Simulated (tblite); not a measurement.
C7H8F (doublet state).
Numbering: `[C:1]#[C:2][CH2:3]/[C:4](=[CH:5]\[CH3:6])[CH2:7][F:8]` (hydrogens: H9, H10 on C3; H11 on C5; H12, H13, H14 on C6; H15, H16 on C7)
Bond orders are those of one Lewis drawing.

Computed with GFN2-xTB (tblite), gas phase: L-BFGS steps from a force-field or distance-geometry start until the largest atomic force falls under 0.01 eV/Å.

Step 0: E = -641.3938 eV
```
atom  x, y, z in Å  |  force x, y, z in eV/Å
C1     -1.6388    2.3810    1.7834    0.263  -0.249  -0.390
C2     -1.1226    1.8376    0.8463   -0.159   0.322   0.713
C3     -0.4542    1.1788   -0.2737   -1.829   0.098  -1.533
C4     -0.3416   -0.2862   -0.1094    0.652  -0.960   0.430
C5      0.8566   -0.8786   -0.0863    0.226   0.679  -0.377
C6      2.0824   -0.0465   -0.2661    1.537  -0.925   1.538
C7     -1.5515   -1.1712    0.0702    0.246   0.584   0.921
F8     -1.0755   -2.4796    0.2148   -1.237   0.808  -0.149
H9     -1.1791    1.3117   -1.1345    0.473   0.152   0.514
H10     0.4595    1.6854   -0.5632    0.061  -0.079   0.261
H11     0.9874   -1.9494    0.0300   -0.075   0.331  -0.126
H12     2.9224   -0.6766    0.1512   -0.476   0.692  -0.598
H13     2.0451    0.8399    0.4131    0.095  -0.472  -0.958
H14     2.3276    0.1698   -1.3130   -0.237   0.188   0.452
H15    -2.2286   -1.0606   -0.7857    0.038  -0.522   0.086
H16    -2.0968   -0.8468    1.0116    0.420  -0.647  -0.784
```

Question: Estimate the geometry and energy of step 1. (The exact step hangs on the optimiser's Hessian estimate; all steps are aligned on step 0, rigid shifts and turns removed.)

Answer: E = -641.5895 eV, largest force 1.725 eV/Å
```
atom  x, y, z in Å  |  force x, y, z in eV/Å
C1     -1.6350    2.3775    1.7779   -0.631   0.682   1.202
C2     -1.1248    1.8422    0.8564    0.870  -0.822  -1.242
C3     -0.4804    1.1802   -0.2956   -0.582  -0.117  -0.306
C4     -0.3323   -0.2999   -0.1033   -0.179   0.312   0.204
C5      0.8598   -0.8689   -0.0917    0.887  -0.053  -0.138
C6      2.1044   -0.0597   -0.2442    0.454  -0.235   0.260
C7     -1.5480   -1.1629    0.0833    0.157   0.306   0.091
F8     -1.0932   -2.4680    0.2127   -1.026   0.405  -0.037
H9     -1.1724    1.3139   -1.1272   -0.176   0.205  -0.209
H10     0.4604    1.6843   -0.5595   -0.353  -0.227   0.288
H11     0.9863   -1.9446    0.0282   -0.075   0.402  -0.124
H12     2.9156   -0.6667    0.1426    0.345   0.034  -0.111
H13     2.0464    0.8331    0.3994    0.156  -0.201  -0.588
H14     2.3243    0.1725   -1.3066   -0.187   0.077   0.710
H15    -2.2280   -1.0681   -0.7845    0.179  -0.388   0.257
H16    -2.0908   -0.8561    1.0004    0.161  -0.381  -0.258
```

The energy changes by -0.1956 eV. The first-order estimate −F·Δx gives -0.3224 eV and the mean of the old and new forces, exact on a quadratic surface, -0.1923 eV. The step makes an angle of 0° with the force vector and moves no atom by more than 0.034 Å.

What follows is the cost of the whole relaxation. On Arm Neoverse V2, one thread, shared host with 96 logical CPUs at a one-minute load of 77, this took 0.54 s of wall time.
